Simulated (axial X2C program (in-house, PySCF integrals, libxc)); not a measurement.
# Photoelectron levels of CSe by EOM-IP-CCSD

Calculated with an axial X2C code built on PySCF integrals: two-component X2C with atomic mean-field Coulomb and Gaunt terms, Gaussian nuclei, basis Se dyall-cv3z, C dyall-v3z with contracted cores.

R = 1.669 Å (near the PBE0 minimum at charge 0 of the determinant lowest at the starting distance; the state shown can have its own minimum elsewhere).

Hartree–Fock spinors of CSe (one of each Kramers pair; a window near the gap, which can cut inner shells):

```tsv
ω	occupied	ε (eV)	character
1/2	yes	-28.63	46% Se s, 31% C s, 14% C p
1/2	yes	-18.65	34% Se p, 29% C s, 26% Se s
1/2	yes	-12.25	54% C p, 23% Se p, 16% C s
1/2	yes	-11.62	67% Se p, 29% C p, 3% C d
3/2	yes	-11.43	64% Se p, 31% C p, 3% C d
3/2	no	1.12	55% C p, 29% Se p, 13% Se d
1/2	no	1.14	58% C p, 26% Se p, 13% Se d
1/2	no	3.78	54% Se p, 20% C p, 16% Se d
1/2	no	5.85	76% C p, 13% Se p, 8% Se d
3/2	no	5.90	76% C p, 21% Se p
1/2	no	5.91	73% C p, 23% Se p
```

Vertical ionisation energies of CSe to the states of CSe⁺:

```csv
Ω of CSe⁺,vertical IE (eV),above lowest (cm⁻¹),ionised spinor,one-hole weight
1/2,10.931,0,"56% C pσ, 23% C sσ, 15% Se pσ",0.90
3/2,12.019,8776,"64% Se pπ, 31% C pπ",0.96
1/2,12.171,10001,"67% Se pπ, 28% C pπ",0.96
1/2,16.603,45751,"47% Se pσ, 25% Se sσ, 20% C sσ",0.67
```

What is the splitting of the first π pair in the table, and is it regular or inverted?

E(3/2) − E(1/2) = 8776 − 10001 = -1225 cm⁻¹ at EOM-IP-CCSD: inverted, Ω = 3/2 lower. Splittings at this level can be off by ten to twenty per cent.

This point took 4.1 s on 1 thread of Arm Neoverse V2, on a shared host.

Reference electrons by ω block (each with its −ω partner): 1/2: 14, 3/2: 5, 5/2: 1. 10 electrons of CSe correlated (inner shells frozen), 94 natural virtual spinors (a truncated set); levels can be off by some tenths of an eV. Roots sought by Ω: (1/2: 4, 3/2: 3, 5/2: 1); the list ends where they run out and leaves out roots under 60 % one-particle weight. The solver can skip a root, and states that need a further excitation, which the method places far too high, are missing though they may lie low or lowest. T1 of the reference 0.031 (Lee–Taylor). Number of frozen shells: Se 3 s, 2 p, 1 d; C 1 s. Large amplitudes in the reference (orbital relaxation or multireference character) lower the reliability.
